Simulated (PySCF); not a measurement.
**How methods differ on the interval between two levels of As³⁺**

As³⁺ [Ar] 3d10 4s2 → As³⁺ [Ar] 3d9 4s2 5s1 [3D3, M_J = 3], as a difference of total energies. Calculation: PySCF 2.14, in x2c-SVPall-2c with one added diffuse shell each of s, p, d type (6s7p4d, 47 functions); the two-component X2C-1e Hamiltonian. Correlated levels: [Ne] frozen. "Screened" scales the spin-orbit matrix elements by Boettger's factors to mimic the two-electron term; Breit and QED terms are absent.

```
                    method  interval between two levels (cm⁻¹)
           GHF (spin-free)                              516270
          GMP2 (spin-free)                              527170
 GHF (screened spin-orbit)                              513910
GMP2 (screened spin-orbit)                              524820
```

The labels give the starting determinants; with spin-orbit coupling the two ends relaxed to ⟨J²⟩ = 0.00, ⟨L²⟩ = 0.00, ⟨S²⟩ = 0.00 and ⟨J²⟩ = 12.02, ⟨L²⟩ = 6.02, ⟨S²⟩ = 2.00.
